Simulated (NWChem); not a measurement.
System: C$_{2}$H$_{7}$AlS; SMILES [CH3][AlH][S]C

The following NWChem deck was run.

```
start job
memory heap 200 mb stack 900 mb global 1100 mb
geometry units angstroms noautoz
  Al    -0.517036     0.871858    -0.094184
  H     -2.066599     0.656374    -0.388008
  C      0.367212     2.619783     0.003240
  H     -0.084791     3.243777     0.785639
  H      0.253330     3.168936    -0.940840
  H      1.438879     2.542279     0.216472
  S      0.670752    -0.946897     0.216807
  C     -0.564023    -2.313959     0.034183
  H     -1.565201    -1.931569    -0.177713
  H     -0.587718    -2.889009     0.962244
  H     -0.246684    -2.963815    -0.784060
end
basis spherical
  Al library aug-cc-pvdz
  H library aug-cc-pvdz
  C library aug-cc-pvdz
  S library aug-cc-pvdz
end
dft
  xc pbe0
  iterations 150
  mulliken
end
task dft energy
```

Parts of the log:

```
             Northwest Computational Chemistry Package (NWChem) 7.3.0
             --------------------------------------------------------

 CS  symmetry detected

                             Geometry "geometry" -> ""
                             -------------------------

 Output coordinates in angstroms (scale by  1.889725989 to convert to a.u.)

  No.       Tag          Charge          X              Y              Z
 ---- ---------------- ---------- -------------- -------------- --------------
    1 Al                  13.0000    -0.53841862     0.87282829     0.00000000
    2 H                    1.0000    -2.11432177     0.64823828     0.00000000
    3 C                    6.0000     0.33817999     2.62730902     0.00000000
    4 H                    1.0000     0.04166632     3.21274880     0.88043407
    5 H                    1.0000     0.04166632     3.21274880    -0.88043407
    6 H                    1.0000     1.43127019     2.55590373     0.00000000
    7 S                   16.0000     0.69725104    -0.94060657     0.00000000
    8 C                    6.0000    -0.54186047    -2.31591817     0.00000000
    9 H                    1.0000    -1.56724245    -1.93899518     0.00000000
   10 H                    1.0000    -0.38376509    -2.92802612     0.89043205
   11 H                    1.0000    -0.38376509    -2.92802612    -0.89043205

 Effective nuclear repulsion energy (a.u.)     193.3740393261

      Symmetry information
      --------------------

 Group name             Cs
 Group number              2
 Group order               2
 No. of unique centers     9

                                 NWChem DFT Module
                                 -----------------

 Summary of "ao basis" -> "ao basis" (spherical)
 ------------------------------------------------------------------------------
       Tag                 Description            Shells   Functions and Types
 ---------------- ------------------------------  ------  ---------------------
 Al                       aug-cc-pvdz               11       27   5s4p2d
 H                        aug-cc-pvdz                5        9   3s2p
 C                        aug-cc-pvdz                9       23   4s3p2d
 S                        aug-cc-pvdz               11       27   5s4p2d

      Symmetry analysis of basis
      --------------------------

        a'        109
        a"         54

            General Information
            -------------------
          SCF calculation type: DFT
          Wavefunction type:  closed shell.
          No. of atoms     :    11
          No. of electrons :    48
           Alpha electrons :    24
            Beta electrons :    24
          Charge           :     0
          Spin multiplicity:     1
          Use of symmetry is: on ; symmetry adaption is: on
          Maximum number of iterations: 150
          AO basis - number of functions:   163
                     number of shells:    75
          Convergence on energy requested:  1.00D-06
          Convergence on density requested:  1.00D-05
          Convergence on gradient requested:  5.00D-04

              XC Information
              --------------
                         PBE0 Method XC Functional
                     Hartree-Fock (Exact) Exchange  0.250
          PerdewBurkeErnzerhof Exchange Functional  0.750
            Perdew 1991 LDA Correlation Functional  1.000 local
           PerdewBurkeErnz. Correlation Functional  1.000 non-local

             Grid Information
             ----------------
          Grid used for XC integration:  medium
          Radial quadrature: Mura-Knowles
          Angular quadrature: Lebedev.
          Tag              B.-S. Rad. Rad. Pts. Rad. Cut. Ang. Pts.
          ---              ---------- --------- --------- ---------
          Al                  1.25       88          16.0       590
          H                   0.35       45          19.0       434
          C                   0.70       49          17.0       434
          S                   1.00       88          15.0       590
          Grid pruning is: on
          Number of quadrature shells:   499
          Spatial weights used:  Erf1

      Superposition of Atomic Density Guess
      -------------------------------------

 Sum of atomic energies:        -718.18305213

      Non-variational initial energy
      ------------------------------

 Total energy =    -719.896620
 1-e energy   =   -1374.461063
 2-e energy   =     461.190403
 HOMO         =      -0.312180
 LUMO         =       0.000731

      Symmetry analysis of molecular orbitals - initial
      -------------------------------------------------

  Numbering of irreducible representations:

     1 a'          2 a"

  Orbital symmetries:

     1 a'          2 a'          3 a'          4 a'          5 a'
     6 a'          7 a'          8 a"          9 a'         10 a'
    11 a'         12 a"         13 a'         14 a'         15 a'
    16 a'         17 a"         18 a'         19 a"         20 a'
    21 a'         22 a'         23 a'         24 a"         25 a'
    26 a"         27 a'         28 a'         29 a'         30 a"
    31 a'         32 a"         33 a'         34 a'

     ---------------------------------------------
      Total Density - Mulliken Population Analysis
     ---------------------------------------------

    Atom       Charge   Shell Charges
 -----------   ------   -------------------------------------------------------
    1 Al  13    12.10   2.00  2.03  0.71  0.28 -0.04  6.01  0.76  0.12 -0.01  0.26 -0.03
    2 H    1     1.01   0.69  0.31 -0.02  0.01  0.02
    3 C    6     6.27   2.01  0.74  0.37  0.07  2.16  0.89  0.05  0.01 -0.02
    4 H    1     1.04   0.67  0.33  0.02  0.03 -0.01
    5 H    1     1.04   0.67  0.33  0.02  0.03 -0.01
    6 H    1     1.07   0.68  0.35  0.01  0.03 -0.00
    7 S   16    16.33   2.00  2.02  0.92  0.89 -0.05  6.00  2.43  2.00  0.07  0.04  0.00
    8 C    6     5.90   2.01  0.71  0.35  0.07  1.92  0.81  0.02  0.04 -0.03
    9 H    1     1.20   0.69  0.44  0.04  0.03 -0.00
   10 H    1     1.02   0.69  0.32  0.00  0.03 -0.03
   11 H    1     1.02   0.69  0.32  0.00  0.03 -0.03

   convergence    iter        energy       DeltaE   RMS-Dens  Diis-err
 ---------------- ----- ----------------- --------- --------- ---------
 d= 0,ls=0.0,diis     1   -720.6986183032 -9.14D+02  7.05D-03  3.11D-01
 d= 0,ls=0.0,diis     2   -720.7144955036 -1.59D-02  2.35D-03  1.46D-01
 d= 0,ls=0.0,diis     3   -720.7329066443 -1.84D-02  7.15D-04  2.83D-02
 d= 0,ls=0.0,diis     4   -720.7371303845 -4.22D-03  1.27D-04  4.82D-04
 d= 0,ls=0.0,diis     5   -720.7372032382 -7.29D-05  2.92D-05  2.93D-05
  Resetting Diis
 d= 0,ls=0.0,diis     6   -720.7372074999 -4.26D-06  8.42D-06  1.79D-06
 d= 0,ls=0.0,diis     7   -720.7372077798 -2.80D-07  3.03D-06  8.14D-08

         Total DFT energy =     -720.737207779811
      One electron energy =    -1378.904867417816
           Coulomb energy =      522.245683035157
    Exchange-Corr. energy =      -57.452062723207
 Nuclear repulsion energy =      193.374039326055

 Numeric. integr. density =       48.000021616759

                  Occupations of the irreducible representations
                  ----------------------------------------------

                     irrep           alpha         beta
                     --------     --------     --------
                     a'               19.0         19.0
                     a"                5.0          5.0

                       DFT Final Molecular Orbital Analysis
                       ------------------------------------

 Vector   22  Occ=2.000000D+00  E=-3.021359D-01  Symmetry=a'
              MO Center= -4.8D-01,  1.6D+00,  3.9D-16, r^2= 3.5D+00
   Bfn.  Coefficient  Atom+Function         Bfn.  Coefficient  Atom+Function
  ----- ------------  ---------------      ----- ------------  ---------------
    42      0.343106   3 C  py               28      0.261794   2 H  s
    10     -0.253431   1 Al py                9     -0.241543   1 Al px
    41      0.181351   3 C  px               39     -0.133506   3 C  s
    13     -0.126082   1 Al py               12     -0.124442   1 Al px
   116     -0.119927   8 C  s                45      0.117200   3 C  py

 Vector   23  Occ=2.000000D+00  E=-2.893882D-01  Symmetry=a'
              MO Center=  2.4D-01, -6.1D-01, -1.9D-15, r^2= 3.4D+00
   Bfn.  Coefficient  Atom+Function         Bfn.  Coefficient  Atom+Function
  ----- ------------  ---------------      ----- ------------  ---------------
    95      0.393388   7 S  px               98      0.304882   7 S  px
    96     -0.231809   7 S  py               10      0.210731   1 Al py
   138      0.185224   9 H  s                90      0.181449   7 S  s
     9     -0.156972   1 Al px               28      0.154151   2 H  s
    99     -0.140662   7 S  py              137      0.140413   9 H  s

 Vector   24  Occ=2.000000D+00  E=-2.586036D-01  Symmetry=a"
              MO Center=  5.0D-01, -9.0D-01,  1.1D-14, r^2= 2.2D+00
   Bfn.  Coefficient  Atom+Function         Bfn.  Coefficient  Atom+Function
  ----- ------------  ---------------      ----- ------------  ---------------
    97      0.501553   7 S  pz              100      0.471732   7 S  pz
   147     -0.183601  10 H  s               156      0.183601  11 H  s
   146     -0.122210  10 H  s               155      0.122210  11 H  s
   120     -0.120080   8 C  pz               11      0.119246   1 Al pz
   103      0.071074   7 S  pz               14      0.061737   1 Al pz

[...]
```

Level: PBE0/aug-cc-pVDZ. Structure relaxed at the B3LYP/6-31G* (spherical d) level.
